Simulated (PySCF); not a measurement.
## Cl: excitation energy

Cl [Ne] 3s2 3p5 (2P) → Cl [Ne] 3s1 3p5 4s1 (4P), as a difference of total energies. All numbers are calculated (PySCF 2.14, scalar relativity by spin-free X2C-1e, in aug-cc-pCVTZ-DK with one added diffuse shell each of s, p, d, f type (9s8p6d4f, 91 functions)). Correlated levels: valence: [Ne] frozen; valence and next inner shell: 1s2 frozen; nothing frozen. The calculations carry no spin-orbit coupling.

| method | excitation energy (eV) |
| --- | --- |
| UHF | 22.466 |
| LDA | 21.312 |
| PBE | 21.235 |
| PBE0 | 21.819 |
| r2SCAN | 21.732 |
| HSE06 | 21.809 |
| PW91 | 21.267 |
| CAM-B3LYP | 22.008 |
| B97-3 | 22.142 |
| MP2 (valence) | 21.430 |
| SCS-MP2 (valence) | 21.256 |
| MP2 (valence and next inner shell) | 21.404 |
| SCS-MP2 (valence and next inner shell) | 21.228 |
| MP2 (all electrons) | 21.398 |
| SCS-MP2 (all electrons) | 21.223 |

Question: How much does correlation contribute at MP2 (all electrons)?

Answer: 21.398 − (22.466) = -1.068 eV, measured against UHF.

A first-order spin-orbit estimate (lowest level to lowest level, LS coupling) adds -0.006 eV.

The upper state lies above the first ionisation limit, where it may autoionise and the basis confines it. A Rydberg-like electron needs more diffuse functions than a valence basis has.

The promoted electron is Rydberg-like, and one or two diffuse shells describe it only roughly, which tends to raise the upper state.
